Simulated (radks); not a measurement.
Values are calculated unless marked as measured or tabulated.
Problem. The mean radii <r> (bohr) of the occupied orbitals of an atom or ion are listed with their occupations. Level of theory: non-relativistic Kohn-Sham, PBE, spin-polarised, spherical densities, point nucleus (a radial shooting solver on a logarithmic mesh with Libxc functionals).

orbital  occ.      <r>
1s up       1  0.02525
1s down     1  0.02523
2s up       1   0.1041
2s down     1   0.1044
2p up       3  0.08782

Name the element and its charge. Open shells, if any, are filled with parallel spins first.

Solution. Z = 60, neodymium, charge +53: Nd53+ in [He] 2s2 2p3. The 1s radius gives Z: for a bare nucleus <r> = 1.5/Z, 0.025 bohr for Z = 60, and screening makes it slightly larger (0.02525 here). The occupations add up to 7, and the charge is Z minus that.
